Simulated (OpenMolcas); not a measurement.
**Pt2+: ligand-field states by method**

Pt2+ with its 6 nearest fluoride ions at 2.081 Å, on the Zn site of KZnF3 (a = 4.054 Å, distance in the model lattice 2.027 Å). The rest of the host is ab initio model potentials to 7.6 Å, with orthogonalisation functions on the cations behind the ligands, and point charges beyond; the distance is set by hand and nothing relaxes. Ligand basis ANO-RCC-VDZP.

* Program: OpenMolcas
* Basis: ANO-RCC-VDZP [7s6p4d2f]
* Scalar Hamiltonian: DKH2, point nucleus
* Active space: 8 electrons in 5 orbitals (5d)
* State averaging: 2S+1 = 3 even, 10 roots; 2S+1 = 1 even, 15 roots
* Spin-orbit coupling: state interaction with AMFI integrals over the reference wave functions

I. CASSCF
II. SS-CASPT2, IPEA 0.25 Eh, imaginary shift 0.1 Eh (closed shells correlated: 5s 5p and the ligand valence shells)

Spin-free states (labels of O, the rotations of Oh) in cm-1, each column counted from its own energy of the first state listed:

| State | Degeneracy | I | II |
| --- | --- | --- | --- |
| 3A2 | 1 | 0 | 0 |
| 1E | 2 | 12478 | 9060 |
| 3T2 | 3 | 19822 | 21550 |
| 1A1 | 1 | 22462 | 18240 |
| 3T1 | 3 | 27711 | 28520 |
| 1T2 | 3 | 31893 | 31170 |
| 1T1 | 3 | 35369 | 34570 |
| 3T1 | 3 | 43506 | 46240 |
| 1E | 2 | 53281 | 54980 |
| 1T2 | 3 | 53476 | 55150 |
| 1A1 | 1 | 72400 | 69920 |

From I to II, I's first state of the same spin (3T2) moves from 19822 to 21550 cm-1, by about +1700 cm-1.

From I to II, I's first state of another spin (1E) moves from 12478 to 9060 cm-1, by about -3400 cm-1.

I: A least-squares ligand-field fit to the states below 45000 cm-1, each weighted by its degeneracy and with a free common offset, gives 10Dq = 19669 cm-1, B = 795 cm-1 and C = 3061 cm-1 (C/B = 3.85), with an rms deviation of 64 cm-1. The same method and metal basis give the free ion B = 847 cm-1 (fit to its terms below 60000 cm-1, rms deviation 6 cm-1), so the nephelauxetic ratio is β = 795 / 847 = 0.94; it hangs on how both fits weigh the states, and computed free-ion B values tend to be too large, so β mixes covalency with correlation.

II: A least-squares ligand-field fit to the states below 45000 cm-1, each weighted by its degeneracy and with a free common offset, gives 10Dq = 22001 cm-1, B = 682 cm-1 and C = 2306 cm-1 (C/B = 3.38), with an rms deviation of 249 cm-1. The same method and metal basis give the free ion B = 789 cm-1 (fit to its terms below 60000 cm-1, rms deviation 485 cm-1), so the nephelauxetic ratio is β = 682 / 789 = 0.86; it hangs on how both fits weigh the states, and computed free-ion B values tend to be too large, so β mixes covalency with correlation.

From I to II, 10Dq changes by +12 %, B by -14 % and C by -25 %.

χT at 300 K: I 1.64, II 1.60 cm3 K/mol.

The states above are spin-free; spin-orbit coupling is strong here and shifts and splits them by thousands of cm-1.

Roots that are degenerate in the reference are averaged as groups; the widest CASPT2 spread within a group is 360 cm-1 (the 3-fold group of multiplicity 3 near 21500 cm-1 above the lowest state of its run, II). Shifts and gaps below about the spread of the groups concerned are not significant. Over all roots computed the reference weight is 0.73 in II; a low but even weight reflects the number of correlated electrons. Real 4d8 and 5d8 ions are as a rule square planar and diamagnetic. Ligand-to-metal charge-transfer states are missing. With no ligand orbital active B as a rule stays too high, so bands that hang on it stand too high and its fall with covalency is understated. Without dynamic correlation the repulsion within the d shell is too large (B by tens of per cent), so at a given field states of lower spin stand too high (holds for I). With metal d orbitals alone the field can be off either way by tens of per cent (holds for I). With one d shell and no ligand orbital active, 10Dq can be off by a tenth or more (holds for II). No measured value stands beside these numbers; the geometry was set by hand and not optimised.
